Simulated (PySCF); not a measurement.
Species: CH₈Cl₂NSi₃ (doublet state).
Numbering: `[SiH3:1][N:2]([SiH3:3])[SiH2:4][C:5]([Cl:6])[Cl:7]` (hydrogens: H8, H9, H10 on Si1; H11, H12, H13 on Si3; H14, H15 on Si4)

Geometry (GFN2-xTB, Å), atoms numbered from 1 in this order:
```
atom  x, y, z in Å
Si1   -0.6459    1.3250    1.0917
N2    -0.4735   -0.0606    0.0338
Si3   -1.6311   -1.3648    0.1546
Si4    0.6965   -0.0491   -1.2452
C5     2.3699    0.1858   -0.4340
Cl6    3.7666    0.4193   -1.3761
Cl7    2.6602   -0.1301    1.2102
H8    -0.6010    0.8418    2.4714
H9     0.4544    2.2440    0.8147
H10   -1.9319    1.9708    0.8156
H11   -0.9228   -2.6260   -0.0581
H12   -2.2127   -1.3130    1.4929
H13   -2.6654   -1.1810   -0.8685
H14    0.6235   -1.3269   -1.9556
H15    0.5088    1.0730   -2.1693
```

The hyperfine couplings belong to this conformer and change with its torsions.

The calculation used PySCF 2.14.0, UKS B3LYP, pcH-1 on C Cl H N Si, non-relativistic, mean-field spin-orbit, GIAO. Isolated species at its GFN2-xTB geometry (one conformer only). Couplings are sensitive to structure, and on GFN2-xTB geometries they can be far from those on DFT ones. Stability of the SCF solution: not tested.

(1) Give the principal g shifts and their parts.

(2) Average each term over the three axes. Which is largest in size?

(3) What are the electron Larmor frequencies g μB B/h along the three axes at 1200 mT?

(4) What effective moment and Curie constant follow for a powder?

(5) In a frozen sample, at which fields do the three g values resonate at 9.5, 34, 94 and 263 GHz (hyperfine left aside), and which band first spreads them over more than twice a line width of 0.3 mT?

Answers

(1) 
| Δg (ppt) | 1 | 2 | 3 |
| --- | --- | --- | --- |
| relativistic mass correction | -0.19 | -0.19 | -0.19 |
| gauge correction | -0.01 | 0.04 | 0.04 |
| orbital Zeeman/spin–orbit | -1.05 | 11.92 | 13.01 |
| total | -1.25 | 11.77 | 12.86 |

So g = 2.00107, 2.01409, 2.01518 and g_iso = 2.01011; the tensor is close to axial: the two nearest values differ by 8 % of g3 − g1. Axes: g2 points within 6° of the Si4–C5 bond.

(2) The orbital-Zeeman/spin–orbit term 7.96, the mass correction -0.19 and the gauge correction 0.02 ppt, for a total of 7.79 ppt. The orbital-Zeeman/spin–orbit term is the largest in size. The mass correction is the same along every axis, so the anisotropy comes from the other two: their spans along these axes are 0.05 (gauge) and 14.06 ppt (orbital Zeeman/spin–orbit).

(3) 33.6090, 33.8277, 33.8459 GHz for g1, g2 and g3, a range of 236.9 MHz.

(4) With the mean of g² = 4.0406 and S(S+1) = 0.75: μ_eff = √(⟨g²⟩S(S+1)) = 1.741 μB and χT = 0.12505·⟨g²⟩·S(S+1) = 0.379 cm³ K/mol (cgs; spin-Hamiltonian part alone).

(5) 
```
band    GHz  B(g3) mT  B(g2) mT  B(g1) mT  spread mT
   X    9.5    336.82    337.00    339.20       2.37
   Q   34.0   1205.46   1206.11   1213.96       8.50
   W   94.0   3332.75   3334.55   3356.25      23.49
   J  263.0   9324.62   9329.64   9390.35      65.73
```

The spread grows in proportion to the frequency. X band is the first where it exceeds 0.6 mT.

The Mulliken spin populations are largest on C5 (+0.80), Cl7 (+0.09) and Cl6 (+0.09). C5 is the only atom above +0.15. The angles at C5 add up to 358.8°, so it is planar.

The HOMO–LUMO gaps are 5.50 eV among the α and 4.73 eV among the β orbitals.

The run took 2.2 min of wall time (with the writing of density and orbital grids) on one thread, Intel Xeon Platinum 8488C (x86_64), no GPU, shared host with 96 logical CPUs at a one-minute load of 56, and the process peaked at 1.1 GiB of memory.
